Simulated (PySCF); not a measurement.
C3H5NOSi, SMILES O=C[SiH2]CC#N. Coordinates come from a PBE-D3(BJ)/def2-SVP optimisation. The structure was generated by enumeration, and PubChem lists no compound with its InChIKey, so it may never have been made. One conformer was computed; it need not be the lowest.

Computed equilibrium geometry at PBE-D3(BJ)/def2-SVP (PySCF confirms it by a frequency run) as Cartesian coordinates in Å, and its point group (one conformer of several):
point group Cs.
```xyz
11

N      0.0556    -3.2752     0.0000
C      0.3522    -2.1407     0.0000
C      0.6725    -0.7250     0.0000
Si    -0.8788     0.3903     0.0000
C     -0.1543     2.1976     0.0000
O      1.0524     2.3716     0.0000
H      1.2838    -0.4599    -0.8887
H      1.2838    -0.4599     0.8887
H     -1.7168     0.1649     1.2270
H     -1.7168     0.1649    -1.2270
H     -0.8618     3.0878     0.0000
```
Charge 0, spin multiplicity 1.
